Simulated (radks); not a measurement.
The nuclear charge of the technetium ion Tc+ is varied continuously with 42 electrons held in [Kr] 4d5 5s1. Calculated with a radial shooting solver on a logarithmic mesh with Libxc functionals: Dirac Kohn-Sham, PBEsol, spin-unpolarised, spherical densities, finite nucleus; open shells are shared between the two j in proportion to 2j + 1; Fermi nuclear charge, rms radius 4.4112 fm. By the Hellmann-Feynman theorem dE/dZ = E(electron-nucleus)/Z, the electronic potential at the nucleus (averaged over a nucleus of fixed radius).

Z      E (hartree)  E(electron-nucleus)/Z (hartree)   HOMO  e(HOMO) (eV)  <r> HOMO (bohr)
42     -4046.96247                         -232.864  4d5/2        -3.690            2.013
42.25  -4105.41811                         -234.780  5s1/2        -5.737            3.404
42.5   -4164.35248                         -236.694  5s1/2        -7.502            3.260
42.75  -4223.76498                         -238.606  5s1/2        -9.402            3.132
43     -4283.65524                         -240.516  5s1/2       -11.429            3.018
43.25  -4344.02300                         -242.426  5s1/2       -13.575            2.914
43.5   -4404.86815                         -244.335  5s1/2       -15.835            2.820
43.75  -4466.19066                         -246.245  5s1/2       -18.204            2.734
44     -4527.99057                         -248.155  5s1/2       -20.678            2.655

The central difference of E at Z = 43 is -240.516 hartree, to compare with the third column; the second derivative is -7.64 hartree.
